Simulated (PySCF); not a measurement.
Molecule: SMILES N[SiH2][SiH2]Cl, ClH6NSi2.

Structure with atom numbers: `[NH2:1][SiH2:2][SiH2:3][Cl:4]` (H(Xn): hydrogen on atom n).

Geometry PBE0-D3(BJ)/def2-SVP throughout; GIAO in PySCF, gas phase, one conformer, non-relativistic; equivalent atoms averaged; basis pcSseg-2.

Task: How do the absolute shieldings σ depend on the functional? (ppm; last column core-seconds on 1 thread of an Arm Neoverse N1, shared host; the GGAs took longer than the global hybrids here, which isn't the general rule, and the cause wasn't traced)

Result: 
```csv
functional,kind,N1,Si3,Si2,Cl4,H(Si3),H(Si2),H(N1),core-s
HF,Hartree–Fock,269.7,410.1,436.9,1074.4,26.96,27.26,30.98,27
LDA,LDA,265.1,325.2,363.8,1033.1,25.06,25.33,30.52,39
PBE,GGA,260.7,348.0,383.2,1030.4,25.73,25.96,30.93,50
BLYP,GGA,255.8,333.9,371.3,1019.6,26.05,26.28,31.07,49
BP86,GGA,259.9,345.8,381.6,1029.1,25.81,26.04,30.98,49
OPBE,GGA,264.0,379.5,410.7,1039.0,25.86,26.07,30.93,52
KT2,GGA,262.0,375.5,407.6,1038.8,25.78,26.00,30.93,54
KT3,GGA,259.7,382.4,413.6,1034.2,26.17,26.39,31.05,50
B97-D,GGA,259.0,359.7,395.1,1029.5,26.15,26.38,31.08,51
B3LYP,global hybrid,259.8,348.6,383.8,1034.3,26.21,26.48,31.01,43
```

Task: Which nucleus moves most, in ppm?

Result: Si3 (silicon bonded to Cl, Si, 2 H): from 325.2 ppm with LDA to 410.1 ppm with HF. The smallest spread is 0.56 ppm, at H(N1).
